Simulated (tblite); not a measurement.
Compound: C6H10PS (charge +1).
SMILES with atom numbers: `[CH3:1][CH2:2][PH2+:3][c:4]1[cH:5][cH:6][cH:7][s:8]1` (hydrogens: H9, H10, H11 on C1; H12, H13 on C2; H14, H15 on P3; H16 on C5; H17 on C6; H18 on C7)
Bond orders are those of one Lewis drawing.

Computed with GFN2-xTB (tblite), gas phase: L-BFGS steps from a force-field or distance-geometry start until the largest atomic force falls under 0.01 eV/Å.

Step 0: E = -631.9258 eV
```
atom  x, y, z in Å  |  force x, y, z in eV/Å
C1      3.2142    0.1050   -0.1149   -0.759   1.232  -1.349
C2      1.8066   -0.4144    0.1797    0.881  -1.616   0.484
P3      0.6784    0.6749   -0.6650   -1.054   0.341  -0.553
C4     -1.0504    0.3520   -0.3250   -0.148   1.171   1.648
C5     -1.8800   -0.4465   -1.0217    2.319  -1.244  -2.972
C6     -3.1590   -0.5828   -0.6155   -3.219  -0.548   0.862
C7     -3.5287    0.0940    0.5081    2.453   0.863   0.129
S8     -1.9789    1.0281    1.0884   -1.676  -1.424  -1.304
H9      3.1362    1.2185   -0.0268    0.848  -0.761   0.301
H10     3.3666   -0.0841   -1.2029    0.426   0.090   0.721
H11     3.9957   -0.3502    0.4704    0.020   0.140   0.084
H12     1.6229   -0.5485    1.2629   -0.161   0.320  -0.410
H13     1.7864   -1.4424   -0.2723   -0.542   0.589   0.363
H14     0.9413    0.4864   -2.0608   -0.288   0.296   0.958
H15     0.9518    2.0277   -0.3599   -0.043  -0.683  -0.161
H16    -1.5131   -0.9715   -1.9343   -0.291   0.413   0.693
H17    -3.8873   -1.2152   -1.1528    0.506   0.434   0.352
H18    -4.5114    0.0751    0.9660    0.729   0.388   0.155
```

Step 1: E = -632.3412 eV
```
atom  x, y, z in Å  |  force x, y, z in eV/Å
C1      3.2033    0.1226   -0.1342   -0.023  -0.009  -0.119
C2      1.8192   -0.4374    0.1866    0.230  -0.157  -0.128
P3      0.6633    0.6798   -0.6729   -0.384  -0.132   0.193
C4     -1.0525    0.3688   -0.3015   -1.060  -0.255   0.005
C5     -1.8469   -0.4643   -1.0642   -0.991   0.523   1.061
C6     -3.2050   -0.5906   -0.6032    1.588   0.067  -0.551
C7     -3.4937    0.1063    0.5099    0.858   0.665   0.606
S8     -2.0028    1.0078    1.0697   -1.273  -0.917  -0.779
H9      3.1483    1.2076   -0.0225    0.636  -0.081   0.279
H10     3.3727   -0.0828   -1.1926    0.417   0.054   0.086
H11     3.9960   -0.3481    0.4716   -0.422   0.452  -0.331
H12     1.6206   -0.5439    1.2570   -0.111   0.227  -0.086
H13     1.7787   -1.4339   -0.2671   -0.430  -0.040   0.132
H14     0.9371    0.4906   -2.0471   -0.313   0.258   0.674
H15     0.9512    2.0180   -0.3622   -0.004  -0.516  -0.147
H16    -1.5173   -0.9656   -1.9244    0.383  -0.453  -0.858
H17    -3.8801   -1.2090   -1.1477   -0.374  -0.162  -0.056
H18    -4.5010    0.0807    0.9682    1.274   0.476   0.018
```

Step 2: E = -632.5186 eV
```
atom  x, y, z in Å  |  force x, y, z in eV/Å
C1      3.2001    0.1272   -0.1409    0.076  -0.264   0.154
C2      1.8258   -0.4458    0.1866   -0.065   0.345  -0.206
P3      0.6539    0.6792   -0.6723   -0.374  -0.339   0.491
C4     -1.0678    0.3696   -0.2952   -0.505  -0.137  -0.112
C5     -1.8519   -0.4617   -1.0606   -0.729  -0.041   0.181
C6     -3.1950   -0.5917   -0.6076    0.980   0.125  -0.211
C7     -3.4724    0.1188    0.5189    0.423   0.034  -0.083
S8     -2.0270    0.9896    1.0539   -0.804  -0.330  -0.176
H9      3.1604    1.2036   -0.0175    0.513   0.146   0.254
H10     3.3801   -0.0817   -1.1887    0.400   0.036  -0.162
H11     3.9902   -0.3413    0.4673   -0.349   0.388  -0.292
H12     1.6184   -0.5396    1.2543   -0.066   0.192  -0.015
H13     1.7706   -1.4323   -0.2639   -0.366  -0.288   0.023
H14     0.9317    0.4953   -2.0340   -0.311   0.218   0.468
H15     0.9509    2.0082   -0.3649    0.006  -0.383  -0.104
H16    -1.5130   -0.9703   -1.9338    0.205  -0.145  -0.343
H17    -3.8834   -1.2096   -1.1472   -0.230  -0.032   0.066
H18    -4.4805    0.0888    0.9690    1.196   0.476   0.067
```

**Question.** Estimate the geometry and energy of step 3. (The exact step hangs on the optimiser's Hessian estimate; all steps are aligned on step 2, rigid shifts and turns removed.)

**Answer.** E = -632.6615 eV, largest force 1.241 eV/Å
```
atom  x, y, z in Å  |  force x, y, z in eV/Å
C1      3.1973    0.1270   -0.1459   -0.011  -0.001  -0.013
C2      1.8312   -0.4468    0.1825   -0.397   0.333  -0.150
P3      0.6328    0.6701   -0.6595   -0.276  -0.339   0.592
C4     -1.0919    0.3712   -0.2878   -0.082  -0.237  -0.395
C5     -1.8662   -0.4674   -1.0669    0.238  -0.121  -0.330
C6     -3.1746   -0.5910   -0.6124   -0.357  -0.413  -0.389
C7     -3.4372    0.1303    0.5215   -0.709  -0.740  -0.655
S8     -2.0717    0.9636    1.0345    0.646   0.785   0.711
H9      3.1862    1.2025   -0.0057    0.318   0.149   0.160
H10     3.3982   -0.0797   -1.1883    0.304   0.047  -0.235
H11     3.9766   -0.3252    0.4566    0.042   0.038   0.040
H12     1.6145   -0.5300    1.2505    0.014   0.158  -0.016
H13     1.7528   -1.4376   -0.2599   -0.256  -0.223   0.031
H14     0.9180    0.5058   -2.0086   -0.319   0.133   0.213
H15     0.9508    1.9883   -0.3702   -0.001  -0.202  -0.007
H16    -1.5059   -0.9753   -1.9459    0.053   0.040  -0.017
H17    -3.8898   -1.2089   -1.1433    0.048   0.202   0.280
H18    -4.4299    0.1094    0.9722    0.747   0.390   0.179
```

The energy changes by -0.1430 eV. The first-order estimate −F·Δx gives -0.2741 eV and the mean of the old and new forces, exact on a quadratic surface, -0.1342 eV. The step makes an angle of 28° with the force vector and moves no atom by more than 0.055 Å.
